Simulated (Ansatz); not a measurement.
`C=C=C(O)[SiH3]`, charge 0, multiplicity 1.

**Question.** Give a relaxed structure at PBE0-D4/def2-TZVP (Ansatz). (Estimate.)

**Answer.** Ansatz gave: 
```xyz
11

C     0.614   -1.232   -1.734
C     0.528   -0.475   -0.678
C     0.397    0.281    0.381
O     1.442    0.814    1.096
Si   -1.305    0.715    1.032
H     0.637   -0.810   -2.736
H     0.666   -2.315   -1.655
H     2.271    0.538    0.690
H    -1.453    0.225    2.427
H    -1.489    2.189    1.025
H    -2.308    0.068    0.153
```
Point group Cs.
This is one stationary point; other conformers may exist.
